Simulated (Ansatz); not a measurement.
System: ZnCl$_{2}$, charge 0, multiplicity 1. 
Geometry from a B3LYP-D3(BJ)/def2-TZVP (Ansatz, a quantum-chemistry and plane-wave program) optimisation:
SMILES: [Cl][Zn][Cl]
```xyz
3

Zn     0.0000     0.0000     0.0000
Cl     0.0000     0.0000     2.0983
Cl     0.0000     0.0000    -2.0983
```

Basis-set convergence of Hartree-Fock and CCSD(T) correlation energies (hartree) with Ansatz. Correlated levels leave the core frozen unless marked. Spin-orbit coupling is left out. Frozen are the shells of the preceding noble gas and the d and f shells that filled before the atom's block. No relativistic terms.

```csv
basis,functions,E(HF),"E(corr, CCSD(T))"
def2-SVPD,88,-2696.41466,-0.60419
def2-TZVPPD,169,[?],[?]
```

What belongs in the gaps?


- def2-TZVPPD, E(HF): -2696.95442
- def2-TZVPPD, E(corr, CCSD(T)): -0.88618
